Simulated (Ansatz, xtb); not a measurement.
# AlBFH3OSi: 4 structures ranked

4 gas-phase structures of AlBFH3OSi, found in a search over its isomers (lower ones may exist). Each was relaxed with GFN2-xTB:

A. `O=B[SiH2][AlH][F]`, a singlet
B. `[F][Al]1[O]B[SiH2]1`, a singlet
C. a singlet given by its coordinates
D. `[F][Al]1[BH]O[SiH2]1`, a singlet

C (Å):

```xyz
8

Al    0.1843   -1.9377    0.0819
B    -1.8171   -1.6096   -0.4768
F     1.5254   -2.6682    0.7439
O     0.5933   -0.3482   -0.7450
Si   -0.8976   -0.0090   -1.2086
H    -2.2800   -2.3426   -1.2890
H    -2.5985   -1.3930    0.3916
H    -0.7411    1.2806   -1.9060
```

Close contacts (Å): Al1–B2 2.10, Al1–F3 1.66, Al1–O4 1.84, Al1–Si5 2.56, B2–Si5 1.99, O4–Si5 1.60, B2–H6 1.19, B2–H7 1.19, Si5–H8 1.47.

Q: Estimate their order in r2SCAN-D4/def2-SVP energy at these geometries, lowest first.

A: Calculated order at r2SCAN-D4/def2-SVP: B (0.0), A (14.0), C (19.5), D (26.9) kcal/mol.

Energies above the lowest of each column, in kcal/mol; the last columns are at PBE0-D3(BJ)/def2-SVP geometries and were run for some of them only (a dash: not run or not comparable):

```json
{"structure": "B", "GFN2-xTB": "13.0", "HF/STO-3G": "3.0", "r2SCAN-D4/def2-SVP": "0.0", "PBE0-D3(BJ)/def2-SVP": "0.0", "CCSD(T)/def2-SVP + ΔMP2/def2-TZVPP": "0.0"}
{"structure": "A", "GFN2-xTB": "21.8", "HF/STO-3G": "0.0", "r2SCAN-D4/def2-SVP": "14.0", "PBE0-D3(BJ)/def2-SVP": "14.4", "CCSD(T)/def2-SVP + ΔMP2/def2-TZVPP": "12.6"}
{"structure": "C", "GFN2-xTB": "0.0", "HF/STO-3G": "40.6", "r2SCAN-D4/def2-SVP": "19.5", "PBE0-D3(BJ)/def2-SVP": "18.8", "CCSD(T)/def2-SVP + ΔMP2/def2-TZVPP": "13.9"}
{"structure": "D", "GFN2-xTB": "18.0", "HF/STO-3G": "39.6", "r2SCAN-D4/def2-SVP": "26.9", "PBE0-D3(BJ)/def2-SVP": "–", "CCSD(T)/def2-SVP + ΔMP2/def2-TZVPP": "–"}
```

CCSD(T)/def2-SVP + ΔMP2/def2-TZVPP puts B lowest of those it was run on; GFN2-xTB picks C, HF/STO-3G picks A. Flexible structures stand in one conformer each, not always the lowest. Frequencies (PBE0-D3(BJ)/def2-SVP) were run for A, B, C alone. The ΔMP2 step shifts differences by up to 12.4 kcal/mol, which makes them less sure. ΔMP2 is the change of the MP2 energy from the smaller to the larger basis.

Over these structures GFN2-xTB departs from r2SCAN-D4/def2-SVP by 12.3 kcal/mol on average once a common shift is removed. A GFN2-xTB relaxation took about 0.12 s and the r2SCAN-D4/def2-SVP energy about 3.3 s on a shared host (Ansatz 0.2.0, xtb 6.7.1).
